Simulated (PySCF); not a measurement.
Zn(SH) (HSZn), SMILES [Zn+][SH], charge +1.

Geometry: PBE-D3(BJ)/def2-TZVP. The multiplicity is an assumed one; other spin states were not compared. The isomer is the one that the SMILES or the coordinates give; other isomers of the formula were not compared.

These are PySCF with PBE-D3(BJ)/def2-TZVP values and carry that method's errors.

Frequencies are harmonic and unscaled.

| mode | ν (cm⁻¹) | IR (km/mol) | moving atoms (share of kinetic energy) |
|---|---|---|---|
| 1 | 385 | 0.2 | S 63 %, Zn 34 % |
| 2 | 685 | 9.1 | H 94 % |
| 3 | 2560 | 37.0 | H 97 % |
